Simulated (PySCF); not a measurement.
**Radial density of Ta⁶⁸⁺ (tantalum, charge +68)**

UHF, [He] 2s2 2p1, 2P determinant. Computed with PySCF 2.14 in an uncontracted even-tempered set (18 s from 46 bohr⁻², ratio 2.2; 13 p from 59 bohr⁻², ratio 2.2; 5 d from 220 bohr⁻², ratio 2.4; 5 f from 330 bohr⁻², ratio 2.4; 4 g from 490 bohr⁻², ratio 2.4), with the spin-free X2C one-electron Hamiltonian (Gaussian nucleus).

| r (bohr) | 4πr²ρ (e/bohr) | 4πr²(ρα − ρβ) |
| --- | --- | --- |
| 0.0149 | 86.08 | 2.0461 |
| 0.0250 | 48.26 | 6.5503 |
| 0.0421 | 36.58 | 13.1851 |
| 0.0708 | 40.35 | 11.8415 |
| 0.119 | 10.57 | 2.6783 |
| 0.200 | 0.2240 | 0.0583 |
| 0.337 | 0.0001142 | 0.0000 |

Densities and radii are taken from the X2C orbitals without a picture-change correction, which distorts them close to the nucleus.

Spin-orbit coupling, absent here, splits the open shell strongly.
